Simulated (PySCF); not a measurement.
CH6BeOSSi. Atoms are numbered in the order given.

```xyz
11

Be    -0.0590     0.3864    -0.1304
S     -1.5276     1.5711     0.1392
C     -2.6310     0.5121     1.1799
H     -2.9492    -0.4013     0.6427
H     -3.5297     1.1187     1.4000
H     -2.1517     0.2376     2.1386
O      1.0466    -0.4852    -0.3426
Si     2.3260    -1.5219    -0.5881
H      1.8437    -2.7861    -1.2460
H      2.9650    -1.8703     0.7286
H      3.3498    -0.8666    -1.4736
```
Charge 0, spin multiplicity 1.

The structure is a stationary point at PBE-D3(BJ)/def2-SVP. The structure was generated by enumeration; whether it is a known compound was not checked. Other conformers were not sampled.

Calculation: PBE-D3(BJ)/def2-SVP (PySCF).

Frequencies are harmonic and unscaled.

A small imaginary wavenumber (i) marks a very flat motion, where grid noise or a shallow saddle decides the sign.

### Question
List the normal modes with their intensities. (An estimate is asked for; the answer gives what the named calculation found.)

### Answer

| mode | ν (cm⁻¹) | IR (km/mol) | Raman (Å⁴/amu) | depolarisation | moving atoms (share of kinetic energy) |
|---|---|---|---|---|---|
| 1 | 18i | 0.3 | 0.1 | 0.75 | H 90 % |
| 2 | 44 | 0.1 | 0.3 | 0.75 | O 50 %, H 23 %, Si 12 %, Be 10 % |
| 3 | 51 | 0.5 | 0.6 | 0.62 | O 31 %, C 20 %, H 19 %, Si 17 %, Be 11 % |
| 4 | 68 | 0.0 | 0.0 | – | H 89 % |
| 5 | 120 | 3.5 | 2.9 | 0.60 | O 36 %, C 31 %, H 18 %, S 11 % |
| 6 | 304 | 32.4 | 1.3 | 0.75 | Be 79 %, O 16 % |
| 7 | 342 | 18.6 | 8.9 | 0.15 | S 35 %, Be 26 %, Si 25 % |
| 8 | 391 | 22.7 | 1.7 | 0.15 | Be 55 %, S 26 % |
| 9 | 683 | 6.2 | 12.5 | 0.20 | C 60 %, S 30 %, H 9 % |
| 10 | 707 | 51.7 | 11.5 | 0.75 | H 84 %, Si 9 % |
| 11 | 709 | 53.6 | 10.2 | 0.75 | H 84 %, Si 9 % |
| 12 | 866 | 10.6 | 3.7 | 0.58 | O 39 %, Be 28 %, Si 20 %, H 9 % |
| 13 | 916 | 62.8 | 31.0 | 0.75 | H 96 % |
| 14 | 919 | 69.2 | 28.5 | 0.75 | H 96 % |
| 15 | 921 | 13.8 | 2.6 | 0.75 | H 85 %, C 14 % |
| 16 | 939 | 23.9 | 3.1 | 0.50 | H 82 %, C 15 % |
| 17 | 959 | 454.8 | 26.0 | 0.74 | H 85 %, Si 13 % |
| 18 | 1284 | 38.5 | 4.8 | 0.73 | H 87 %, C 12 % |
| 19 | 1405 | 8.2 | 11.9 | 0.74 | H 95 % |
| 20 | 1408 | 6.3 | 19.2 | 0.75 | H 95 % |
| 21 | 1425 | 838.6 | 6.0 | 0.17 | Be 61 %, O 35 % |
| 22 | 2165 | 93.0 | 241.3 | 0.02 | H 98 % |
| 23 | 2166 | 144.1 | 99.2 | 0.72 | H 96 % |
| 24 | 2170 | 135.7 | 127.6 | 0.48 | H 96 % |
| 25 | 2987 | 22.8 | 140.8 | 0.02 | H 98 % |
| 26 | 3094 | 2.8 | 56.2 | 0.75 | H 90 %, C 10 % |
| 27 | 3096 | 1.5 | 106.3 | 0.67 | H 90 %, C 10 % |
